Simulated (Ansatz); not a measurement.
Cost and result for the atomization energy of C₇H₉N (`Cc1cncc(C)c1`) (17 atoms, 17 bonds).

Cartesian coordinates in Å:
```
C -0.370 1.395 2.177
C 0.174 0.612 1.024
C 1.537 0.362 0.899
N 2.078 -0.324 -0.099
C 1.264 -0.798 -1.032
C -0.116 -0.620 -1.027
C -0.977 -1.185 -2.113
C -0.651 0.102 0.031
H -1.084 0.803 2.756
H 0.429 1.709 2.850
H -0.894 2.292 1.835
H 2.224 0.740 1.652
H 1.731 -1.357 -1.840
H -1.707 -1.893 -1.712
H -1.536 -0.397 -2.625
H -0.376 -1.709 -2.858
H -1.724 0.270 0.081
```

Total charge 0; spin multiplicity 1. The structure was optimised at the PBE0-D4/def2-TZVP level. Program: Ansatz. All runs use 2 threads of an AMD EPYC 7R13 on a shared host and a share of an NVIDIA H100 80 GB. Times are those of one run each, without the atoms' runs, and a repeat can differ threefold. Electronic energies, without spin–orbit coupling; frozen cores. CCSD(T)/CBS adds CCSD(T) − MP2 in def2-TZVPP to the MP2 limit, and its time is that of the two runs behind it. T1 = 0.010; the RHF reference is unstable towards UHF.

CCSD(T)/CBS is a level of theory with its own doubt, some kJ/mol a heavy atom from the limit and from the frozen cores, so smaller differences don't rank the functionals.

| level | functions | wall time | atomization (kcal/mol) | difference from CCSD(T)/CBS | per bond |
| --- | --- | --- | --- | --- | --- |
| BHLYP-D4/def2-TZVPP | 374 | 3.1 s | 1782.2 | -45.3 | -2.7 |
| revPBE-D4/def2-TZVPP | 374 | 3.2 s | 1852.5 | 25.0 | 1.5 |
| B97M-V/def2-TZVPP | 374 | 3.8 s | 1841.1 | 13.6 | 0.8 |
| PBE-QIDH/def2-TZVPP | 374 | 4.1 s | 1839.0 | 11.5 | 0.7 |
| CAM-B3LYP-D4/def2-TZVPP | 374 | 4.5 s | 1843.9 | 16.4 | 1.0 |
| CCSD(T)/def2-SVP | 157 | 5.5 s | 1761.7 | -65.8 | -3.9 |
| PBE-D4/def2-TZVPP (with forces) | 374 | 5.5 s | 1898.3 | 70.8 | 4.2 |
| B2PLYP/def2-TZVPP | 374 | 5.5 s | 1821.1 | -6.4 | -0.4 |
| LDA (SPW92)/def2-TZVPP | 374 | 6 s | 2116.5 | 289.0 | 17.0 |
| ωB97X-V/def2-TZVPP | 374 | 6.5 s | 1835.6 | 8.1 | 0.5 |
| MP2/def2-QZVPP | 726 | 8.5 s | 1854.1 | 26.6 | 1.6 |
| CCSD(T)/def2-TZVPP | 374 | 14 s | 1784.4 | -43.1 | -2.5 |
| CCSD(T)/CBS(def2) | – | 23 s | 1827.5 | 0.0 | 0.0 |

Leaving LDA and LC-ωPBE aside and taking each functional with its dispersion term where it has one, the values spread over 116.2 kcal/mol, from BHLYP-D4 to PBE-D4. LDA lies +228.3 kcal/mol from PBE without D4, its usual overbinding. In def2-TZVPP, CCSD(T) changes the Hartree–Fock value by +442.6 kcal/mol (the triples alone add +33.1 kcal/mol) and MP2 by +486.9 kcal/mol; breaking electron pairs costs correlation energy, which Hartree–Fock lacks. From BLYP to BHLYP (50 % exact exchange), in def2-TZVPP and without D4, the atomization energy moves by −48.1 kcal/mol: exact exchange takes away binding that semilocal exchange gives to molecules.
